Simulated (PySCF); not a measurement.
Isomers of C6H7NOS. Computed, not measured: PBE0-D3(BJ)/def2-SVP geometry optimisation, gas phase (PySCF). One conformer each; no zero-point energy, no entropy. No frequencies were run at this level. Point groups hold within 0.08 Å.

**Question.** Rank from lowest to highest electronic energy at this level (kcal/mol).
A. `[CH3:1][S@@:2](=[O:3])[c:4]1[cH:5][cH:6][n:7][cH:8][cH:9]1` with C1–S2–C4–C5 76°
B. `[CH3:1][S@:2](=[O:3])[c:4]1[cH:5][cH:6][cH:7][n:8][cH:9]1` with C1–S2–C4–C5 108°

**Answer.** B (0.0), A (0.1).

Neighbours under 2.5 kcal/mol apart (C[S@](=O)c1cccnc1 and C[S@@](=O)c1ccncc1) can change places with a better method, another conformer or zero-point energy.

| SMILES | E (Eh) | E rel (kcal/mol) | dipole (D) | point group | A, B, C (MHz) |
| --- | --- | --- | --- | --- | --- |
| C[S@](=O)c1cccnc1 | -760.02610 | 0.0 | 2.03 | C1 | 3182, 974.0, 825.1 |
| C[S@@](=O)c1ccncc1 | -760.02592 | 0.1 | 3.33 | C1 | 3222, 961.3, 819.2 |

**Question.** How do the relative energies change in single points at PBE0/pcSseg-1 (no added dispersion term) on the same geometries?

**Answer.** 
```csv
SMILES,PBE0-D3(BJ)/def2-SVP (kcal/mol),PBE0/pcSseg-1 (kcal/mol),shift
C[S@](=O)c1cccnc1,0.0,0.0,0.0
C[S@@](=O)c1ccncc1,0.1,0.2,+0.1
```

Each column counts from its own lowest isomer. The order is unchanged; the largest shift is 0.1 kcal/mol.

**Question.** As an exercise, what shares would exp(−E/RT) give at 1000 K from these electronic energies alone (no entropy, no degeneracies)?

**Answer.** RT = 1.987 kcal/mol: C[S@](=O)c1cccnc1 51.4 %, C[S@@](=O)c1ccncc1 48.6 %.
